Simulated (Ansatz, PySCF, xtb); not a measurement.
Torsion H4–N1–Sn2–Cl3 in ClH2NSn (SMILES [NH2][Sn][Cl]); at each angle all else is relaxed with GFN2-xTB, and the levels are single points there.
Geometry at 180° (charge 0, multiplicity 1):
```xyz
5

N     -0.8064    -0.0439    -0.0309
Sn     1.0202    -0.8380    -0.5231
Cl     0.6355    -2.9654     0.4466
H     -1.1425     0.8870    -0.2364
H     -1.5425    -0.5243     0.4698
```

On the grid 0° to 330°, 270° is the highest and 180° the lowest point at MP2/CBS(def2-TZVPP, def2-QZVPP) + ΔCCSD(T)/def2-TZVPP.

Codes used: Ansatz (Gaussian basis) for Hartree–Fock, density functionals and correlated methods; PySCF for the dispersion terms; xtb for the GFN methods.  In def2 rows elements past Kr take small-core potentials, without spin–orbit coupling.

Problem. One of these levels gives 8.70 kcal/mol for the energy at 270° less that at 180°. Name it.
(A) r2SCAN-D3(BJ)/def2-TZVPP
(B) GFN2-xTB
(C) B3LYP-D3(BJ)/def2-TZVPP

Solution. C, B3LYP-D3(BJ)/def2-TZVPP. The others give 4.81 (GFN2-xTB), 9.49 (r2SCAN-D3(BJ)/def2-TZVPP)

Ansatz is a quantum-chemistry and plane-wave program.
